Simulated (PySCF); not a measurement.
Species: C₅H₆F₂.
Structure used (PBE0-D3(BJ)/def2-SVP), in Å, numbered top down from 1:
```
atom  x, y, z in Å
F1    -1.396    1.352   -0.716
C2    -1.722    0.058   -0.400
C3    -0.471   -0.799   -0.434
F4    -0.882   -2.102   -0.227
C5     0.534   -0.400    0.613
C6     2.009   -0.409    0.347
C7     1.453    0.762    0.385
H8    -2.462   -0.322   -1.124
H9    -2.171    0.033    0.609
H10   -0.013   -0.728   -1.437
H11    0.163   -0.602    1.634
H12    2.893   -1.033    0.240
H13    1.509    1.845    0.323
```

Jobs on this species (13 atoms, 54 electrons) with PySCF (density fitting). Hardware of each: one thread, Arm Neoverse V1 (aarch64), no GPU, on a shared host. Times come from a shared host and carry two figures at best. Peak memory is the resident size of the whole Python process, interpreter and libraries included.

```csv
level and settings,work,basis functions,SCF cycles,wall time,peak memory
"PBE0-D3(BJ)/def2-SVP, grid level 1",geometry optimisation from a GFN2-xTB start shaken at random,128,?,?,?
"delta-SCF UKS SCAN, pcX-2 on the ionised atom, pcseg-1 elsewhere, spin-free X2C","ΔSCF core ionisation, 7 holes",159,132,63 s,0.66 GiB
"delta-SCF UKS SCAN, def2-TZVP on the ionised atom, pcseg-1 elsewhere, spin-free X2C","ΔSCF core ionisation, 7 holes",145,131,58 s,0.57 GiB
"delta-SCF UKS SCAN, pcX-1 on the ionised atom, pcseg-1 elsewhere, spin-free X2C","ΔSCF core ionisation, 7 holes",138,129,52 s,0.57 GiB
"delta-SCF UKS HF, pcX-2 on the ionised atom, pcseg-1 elsewhere, spin-free X2C","ΔSCF core ionisation, 7 holes",159,110,42 s,0.57 GiB
"delta-SCF UKS B3LYP, pcX-2 on the ionised atom, pcseg-1 elsewhere, spin-free X2C","ΔSCF core ionisation, 7 holes",159,114,71 s,0.63 GiB
"delta-SCF UKS PBE, pcX-2 on the ionised atom, pcseg-1 elsewhere, spin-free X2C","ΔSCF core ionisation, 7 holes",159,126,36 s,0.58 GiB
"delta-SCF UKS SCAN, pcX-2 on the ionised atom, pcseg-1 elsewhere, non-relativistic","ΔSCF core ionisation, 7 holes",159,133,61 s,0.63 GiB
"delta-SCF UKS PBE0, pcX-2 on the ionised atom, pcseg-1 elsewhere, spin-free X2C","ΔSCF core ionisation, 7 holes",159,112,69 s,0.63 GiB
```

Fill in the missing figures.

- PBE0-D3(BJ)/def2-SVP, grid level 1; geometry optimisation from a GFN2-xTB start shaken at random: 52 s, 0.54 GiB, 53 SCF cycles

What do all jobs in the table cost together?

About 8.4 min; the longest takes about 14 % of that, and about 2 times as long as the shortest.
